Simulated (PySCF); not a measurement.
Sn(F)(Cl)2(NH2) (Cl₂FH₂NSn), SMILES [NH2][Sn]([F])([Cl])[Cl]. Geometry optimised at PBE-D3(BJ)/def2-SVP. The structure was generated by enumeration; whether it is a known compound was not checked. The def2 effective core potentials stand for the cores of Sn; spin–orbit coupling is left out. The values are those of a single conformer.

**Question.** Give the equilibrium geometry at PBE-D3(BJ)/def2-SVP (PySCF confirms it by a frequency run) as Cartesian coordinates in Å. (The exact figures need the calculation; the answer reports its results.)

**Answer.** Several could match; the one computed here: 
```xyz
7

N      2.1865    -0.2240    -0.0456
Sn     0.1556    -0.0964     0.1493
F     -0.5345    -0.8897     1.7986
Cl    -0.4953     2.1528     0.1916
Cl    -0.8788    -1.2476    -1.6085
H      2.6259     0.2260     0.7724
H      2.4583    -1.2190    -0.0169
```
